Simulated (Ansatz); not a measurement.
`[O+]#[C][Os-5]([C]#[O+])([C]#[O+])([C]#[O+])[O+]1CCCC1`, charge 0, multiplicity 1.

Task: Give a relaxed structure at PBE0-D4/def2-TZVP (Ansatz). (An estimate is asked.)

Result: Computed: 
```xyz
22

O     1.237   -3.010   -2.352
C     0.518   -2.170   -2.089
Os   -0.684   -0.710   -1.578
C    -2.160   -1.894   -1.521
O    -3.084   -2.563   -1.657
C    -0.283    0.240   -3.165
O    -0.186    0.734   -4.198
C    -1.797    0.753   -0.944
O    -2.432    1.613   -0.546
O     0.766   -0.487    0.332
C     0.237   -0.686    1.648
C    -0.067    0.712    2.179
C     0.833    1.634    1.332
C     1.605    0.668    0.443
H    -0.628   -1.340    1.561
H     1.006   -1.184    2.251
H    -1.119    0.963    2.041
H     0.150    0.782    3.245
H     1.505    2.240    1.940
H     0.230    2.313    0.728
H     2.548    0.360    0.912
H     1.804    1.032   -0.562
```
This is one stationary point; other conformers may exist.
